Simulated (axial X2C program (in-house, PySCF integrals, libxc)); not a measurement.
Which molecule has these constants?

Calculated with an axial X2C code built on PySCF integrals, spin-free (one-electron X2C) or two-component (2c: spin–orbit coupling with atomic mean-field Coulomb and Gaunt terms, which also bring small scalar terms), in Dyall basis sets with cores contracted in-house; open shells are unrestricted.

A two-component PBE0 calculation in a Dyall 3-zeta basis gave Re = 2.747 Å, ωe = 266.8 cm⁻¹, dipole magnitude 1.40 D, Ω = 1/2.

Question: Which molecule is it?
A. NaTi
B. TiH
C. LiTi
D. KTi

Answer: C. The others have NaTi 3.036 Å and 152.0 cm⁻¹ (Ω = 1/2); TiH 1.753 Å and 1590.0 cm⁻¹ (Ω = 3/2); KTi 3.365 Å and 110.1 cm⁻¹ (Ω = 1/2).

Each entry is the lowest single determinant of a limited PBE0 search at one distance. De goes to single-determinant-based atoms at the same level (for ions the charge split of lowest energy) and is withheld (n/a) where an atom does not fit its ground term or J level. Main or longest-lived isotopes. One determinant is a doubtful description, or other states lie close, for LiTi, NaTi, TiH, KTi; these need not be ground states, and all values refer to the states named. With several unpaired electrons the Ω given is that of one determinant, not necessarily of the lowest component. The functionals have no current term, which raises determinants with orbital currents. Where the atoms have a lower orbital projection than the molecule, De at mean-field level may be about a tenth of an eV too small.
